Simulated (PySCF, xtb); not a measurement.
Nb(F)3(OH)2 (F3H2NbO2), SMILES [OH][Nb]([F])([F])([OH])[F], multiplicity 1.

GFN2-xTB run with xtb at its own geometry gives an orbital gap of 5.51 eV and a dipole moment of 0.00 D.

Coordinates come from a r2SCAN-D4/def2-SVP optimisation. A frequency run showed that this geometry is not a minimum. The spin state was assumed, not searched. The structure was generated by enumeration; whether it is a known compound was not checked. The def2 effective core potentials stand for the cores of Nb; spin–orbit coupling is left out. The values are those of a single conformer.

Problem. What does PySCF with HF/def2-TZVP give? (The exact figures need the calculation; the answer reports its results.)

Solution. gap 15.97 eV (levels -14.30 and 1.67 eV), dipole 0.00 D.
